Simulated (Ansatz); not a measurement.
`BB[SiH2]F` → 2 B• + F• + 5 H• + Si•  (atomization)

Isolated molecules relaxed with PBE0-D4/def2-TZVP in Ansatz; ΔE leaves out vibrations. CCSD(T)/CBS adds triple-zeta CCSD(T) − MP2 to the extrapolated MP2 energy (def2 sets, frozen cores). This one scheme is used for every species, atoms too. DFT in def2-TZVPP. No spin–orbit coupling; open shells (•) take unrestricted orbitals. Spin–orbit coupling would lower the free atoms: a little for B, F, Si. One conformer a species, not always the lowest.

```json
{"level": "revPBE-D4", "ΔE (kcal/mol)": "709.7"}
{"level": "r2SCAN-D4", "ΔE (kcal/mol)": "726.3"}
{"level": "PBE", "ΔE (kcal/mol)": "721.1"}
{"level": "BHLYP", "ΔE (kcal/mol)": "707.6"}
{"level": "CCSD/def2-SVP", "ΔE (kcal/mol)": "671.5"}
{"level": "MP2/def2-TZVPP", "ΔE (kcal/mol)": "708.1"}
{"level": "HF/def2-QZVPP", "ΔE (kcal/mol)": "568.6"}
{"level": "MP2/def2-QZVPP", "ΔE (kcal/mol)": "718.0"}
```

Q: What does CCSD(T)/CBS give? (Best estimate.)

A: Computed: +716.2 kcal/mol. The listed levels differ from it by -6.5, 10.1, 4.9, -8.6, -44.7, -8.1, -147.6, 1.8 kcal/mol.

Largest T1 diagnostic among the species: 0.014.

The D4 term adds +5.5 kcal/mol with B3LYP and +2.9 kcal/mol with PBE0; it sums over pairs of atoms, weighted by their polarisabilities, and B3LYP, whose exchange is more repulsive, gets the larger term. Leaving LDA and LC-ωPBE aside and taking each functional with its dispersion term where it has one, the values, not all of them listed here, spread over 19.1 kcal/mol, from revPBE-D4 to B97M-V. LDA lies +83.5 kcal/mol from PBE without D4, its usual overbinding. From PBE to PBE0 (25 % exact exchange), in def2-TZVPP and without D4, ΔE moves by −6.1 kcal/mol: exact exchange takes away binding that semilocal exchange gives to molecules.

B3LYP here is the variant with VWN-RPA as its local correlation; programs differ in this.

For atomizations the MP2-based limit and the directly extrapolated one differ by several kJ/mol either way, and by 10 to 25 for some Ge, Se and Sn compounds, so smaller differences from it don't rank the levels.
